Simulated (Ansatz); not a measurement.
Geometry optimisation, RKS r2SCAN-D4/def2-SVP (Ansatz).

The input (input.yaml):

```yaml
crystal:
  periodic: [false, false, false]
  atoms:
    - { symbol: C, position_ang: [-1.01262, 1.17995, -0.06958] }
    - { symbol: C, position_ang: [-0.16169, 0.22534, -0.3746] }
    - { symbol: Si, position_ang: [0.64572, -0.74243, -1.58392] }
    - { symbol: F, position_ang: [2.21774, -0.502, -1.85344] }
    - { symbol: H, position_ang: [-1.5124, 1.73477, -0.85353] }
    - { symbol: H, position_ang: [-1.29109, 1.47516, 0.93732] }
    - { symbol: H, position_ang: [0.45562, -2.06262, -2.13398] }
basis:
  gaussian: { orbitals: def2-SVP }
hamiltonian:
  xc: r2scan
  dispersion: d4
relax:
  f_tol: 0.015
  max_steps: 40
```

Command:

```bash
$ ansatz run input.yaml --threads 1 --pin off --max-ram 2048MiB --backend cpu --events-out ev --progress --plain --runs-dir out
```

Question: Where does it end, and by what steps?

Answer: It converged. After 12 steps the energy has fallen by 0.242 eV; C2 moved furthest, 0.36 Å.

```tsv
step	energy less start (eV)	largest force component (eV/Å)	accepted
0	0.0000	1.436	yes
1	-0.1393	0.594	yes
2	-0.1152	1.122	no
3	-0.1863	0.493	yes
4	-0.2172	0.357	yes
5	-0.2107	0.400	no
6	-0.2352	0.153	yes
7	-0.2400	0.139	yes
8	-0.2383	0.211	no
9	-0.2413	0.073	yes
10	-0.2420	0.046	yes
11	-0.2416	0.033	no
12	-0.2422	0.013	yes
```

```xyz
7
Properties=species:S:1:pos:R:3
C -1.042 1.198 -0.137
C -0.234 0.326 -0.709
Si 0.738 -0.763 -1.536
F 2.309 -0.498 -1.835
H -1.622 1.935 -0.715
H -1.184 1.236 0.955
H 0.377 -2.125 -1.954
```

Whether the end is a true minimum wasn't checked by a vibrational analysis.

Time of the run: 18 s on 1 thread of AMD EPYC 9R45 96-Core Processor (Zen 5), on a shared host, peak memory 0.16 GiB.
